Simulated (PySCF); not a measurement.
BiBr₂, SMILES [Br][Bi+][Br] (connectivity only; charge and spin as stated), charge +1, multiplicity 1.

Geometry optimised at B3LYP-D3(BJ)/def2-SVP. The multiplicity is an assumed one; other spin states were not compared. The isomer is the one that the SMILES or the coordinates give; other isomers of the formula were not compared. The def2 effective core potentials stand for the cores of Bi; spin–orbit coupling is left out.

Level of theory: B3LYP/def2-TZVPD in PySCF.

Isolated molecule, no solvent.

| Quantity | Value |
|---|---|
| total energy | -5362.87550 hartree |
| point group | C2v |
| highest occupied level | -13.35 eV |
| lowest empty level | -10.06 eV |
| orbital gap | 3.28 eV |
| dipole moment about the centre of nuclear charge | 2.87 D |
| mean static polarisability | 82.3 bohr³ (12.20 Å³) |
| polarisability, principal values | 51.8, 77.1, 118.1 bohr³ |
